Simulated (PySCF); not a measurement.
A structure optimised at PBE-D3(BJ)/def2-SVP, used in a PySCF frequency run:

```
O
Pb 1 2.1604
Pb 1 2.1604 2 96.75
O 2 2.1604 1 83.25 3 0.00
```

Q: Write its SMILES, formula and point group.

A: [O]1[Pb]2=[Pb]1[O]2, O₂Pb₂, D2h

Q: What are its rotational constants (standard atomic weights)?

A: 7.6696, 0.46765, 0.44078 GHz
